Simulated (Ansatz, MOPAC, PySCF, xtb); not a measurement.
The molecule MgF+, closed-shell singlet (lowest of 2S+1 = 1, 3 at CCSD(T)/def2-TZVPP on PBE0 minima; our sources give no spin for the ground state, which may be another).

Seven points along R, fitted to fifth degree in 1/R; most abundant isotopes. In def2 and cc sets the state is the lowest found near the PBE0 minimum, followed along R. The singlet is held restricted. HF and MP2 rows in def2 and cc sets belong to the determinant that coupled cluster picked by its CCSD energy.

The values were computed with Ansatz (a first-principles code); MOPAC for PM3, PM7 (differences of heats of formation); PySCF for 3-21G rows, 6-31G* rows, STO-3G rows; xtb for the GFN methods. Each number belongs to the level named beside it.

```tsv
level	r_e (Å)	ω_e (cm⁻¹)	B_e (cm⁻¹)	α_e (cm⁻¹)
PM3	1.741	1284	0.525	4.3e-5
PM7	1.695	851	0.554	0.0044
GFN1-xTB	1.669	639	0.571	0.0093
GFN2-xTB	1.741	550	0.525	0.0085
HF/STO-3G	1.634	1029	0.595	0.0033
HF/3-21G	1.690	880	0.557	0.0041
HF/6-31G*	1.683	892	0.562	0.0041
HF/def2-TZVPP	1.681	871	0.563	0.0041
HF/def2-QZVPP	1.674	887	0.567	0.0041
SVWN5/def2-TZVPP	1.698	811	0.552	0.0044
PBE/def2-TZVPP	1.720	779	0.537	0.0044
BP86/6-31G*	1.717	807	0.539	0.0042
r2SCAN/def2-TZVPP	1.703	819	0.548	0.0043
B97M-V/def2-TZVPP	1.696	823	0.553	0.0045
B3LYP/6-31G*	1.703	835	0.548	0.0042
B3LYP/def2-TZVPP	1.706	810	0.546	0.0043
PBE0/def2-TZVPP	1.700	820	0.550	0.0043
BHLYP/def2-TZVPP	1.687	849	0.559	0.0042
CAM-B3LYP/def2-TZVPP	1.697	828	0.552	0.0042
wB97X-V/def2-TZVPP	1.704	822	0.547	0.0041
wB97M-V/def2-TZVPP	1.704	818	0.548	0.0042
B2PLYP/def2-TZVPP	1.705	813	0.547	0.0043
MP2/6-31G*	1.709	839	0.544	0.0040
MP2/def2-TZVPP	1.706	818	0.547	0.0042
MP2/def2-QZVPP	1.694	848	0.554	0.0042
SCS-MP2/def2-TZVPP	1.705	820	0.547	0.0042
SCS-MP2/def2-QZVPP	1.693	849	0.554	0.0042
CCSD/def2-TZVPP	1.697	833	0.552	0.0042
CCSD/def2-QZVPP	1.686	865	0.560	0.0042
CCSD(T)/def2-QZVPP	1.690	854	0.557	0.0043
```

Correlated levels freeze the inner cores; with def2 sets outer-core shells near the valence are correlated too. Rows in 3-21G, 6-31G*, STO-3G carry no dispersion term and start afresh at each structure (6-31G* with six Cartesian d functions). MP2/6-31G* freezes PySCF's default core, which is smaller on s-block atoms. The state reached by PM3, PM7 isn't checked; PM7 holds dispersion and hydrogen-bond terms.
